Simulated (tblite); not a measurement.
Run record: molecular-dynamics run, `c1c(cccc1)C#[O+]`.

Computed with GFN2-xTB (tblite), gas phase: Langevin dynamics at 200 K from the optimised GFN2-xTB geometry, time step 0.5 fs, friction 0.01 fs⁻¹, 2000 steps. The command runs a driver script over a list of jobs; the input below is this job's line of settings and its coordinates in Å. «temperature» is in K, «steps» counts time steps and «every» is the stride of the printed frames; «frames» go on to single points.

Command:
```bash
OMP_NUM_THREADS=1 python probes_run.py task.json out
```

Input:
```
{"job": {"kind": "md", "xc": "GFN2-xTB", "basis": "xTB", "temperature": 200, "steps": 2000, "every": 50, "frames": 5}, "charge": 1, "multiplicity": 1}
O      3.501987     0.610623    -0.014642
C      2.393663     0.418373    -0.009530
C      1.057163     0.185315    -0.004461
C      0.146882     1.276223     0.070141
C     -1.203189     1.018343     0.073044
C     -1.673457    -0.292329     0.002268
C     -0.786619    -1.365760    -0.069960
C      0.570826    -1.150135    -0.072710
H      0.523610     2.285642     0.122240
H     -1.901047     1.839965     0.131435
H     -2.737297    -0.478238     0.003507
H     -1.164515    -2.375672    -0.123364
H      1.267605    -1.971863    -0.125697
```

Output:
```
t/fs     T/K      E/eV
    0.0   166.7   -574.19894
   25.0   109.8   -574.02522
   50.0   175.9   -573.96679
   75.0   106.3   -573.91738
  100.0   140.2   -574.04331
  125.0   128.6   -573.97613
  150.0   146.6   -573.96494
  175.0   146.9   -573.91346
  200.0   237.4   -574.06985
  225.0   162.1   -573.95834
  250.0   137.3   -573.95157
  275.0   202.0   -574.01753
  300.0   166.5   -573.98981
  325.0   153.5   -574.03204
  350.0   166.4   -573.96303
  375.0   189.5   -573.90275
  400.0   254.1   -573.95089
  425.0   187.7   -573.92304
  450.0   224.5   -573.96776
  475.0   208.4   -573.81610
  500.0   214.8   -573.88004
  525.0   261.9   -574.00269
  550.0   203.6   -573.96656
  575.0   171.9   -574.04134
  600.0   131.3   -573.94329
  625.0   151.3   -573.99033
  650.0   150.5   -573.93032
  675.0   178.6   -574.00214
  700.0   198.1   -573.82129
  725.0   241.2   -573.91978
  750.0   168.9   -573.82753
  775.0   124.3   -573.68702
  800.0   231.6   -573.90380
  825.0   104.7   -573.78571
  850.0   192.9   -573.95307
  875.0   208.5   -573.92844
  900.0   197.3   -574.00550
  925.0   133.7   -573.92844
  950.0   196.9   -573.97238
  975.0   150.4   -573.91562
 1000.0   197.2   -573.97064
```

E is the potential energy; T comes from the kinetic energy over all 3N coordinates.

Q: Sum up the printed frames.

A: 41 frames over 1000 fs. T runs from 105 K (825 fs) to 262 K (525 fs), with a mean of 176 K over all frames and 181 K from 500 fs on. E starts at -574.199 eV, peaks 0.512 eV above that at 775 fs, and averages 0.276 eV above it from 500 fs on.

Q: Give the last frame.

A: 0.08 Å rms from the start after alignment:
```
atom  x, y, z in Å  |  force x, y, z in eV/Å
O1      2.584   -0.833    0.886   -0.106   0.281  -0.012
C2      1.498   -0.677    0.635   -0.339  -0.681  -0.182
C3      0.153   -0.624    0.384    0.806   0.575   0.900
C4     -0.667   -0.342    1.519   -0.723  -0.217  -1.593
C5     -2.015   -0.142    1.268    1.128  -0.163  -0.022
C6     -2.522   -0.183   -0.023   -0.668  -0.036   0.117
C7     -1.719   -0.479   -1.103    0.010   0.198  -1.544
C8     -0.372   -0.667   -0.920    0.275  -0.052  -0.167
H9     -0.243   -0.313    2.480    0.246   0.082   0.894
H10    -2.568    0.069    2.134   -1.102   0.269   0.658
H11    -3.558   -0.005   -0.284   -0.048   0.080   0.578
H12    -2.193   -0.447   -2.116    0.741  -0.240   0.928
H13     0.366   -0.822   -1.682   -0.219  -0.095  -0.556
```

Q: How long does this job take on Arm Neoverse V1, one thread, no GPU, on a shared host? And the peak memory of the process?

A: About 9.3 s, with 0.18 GiB resident at the peak, the Python interpreter and its libraries included.
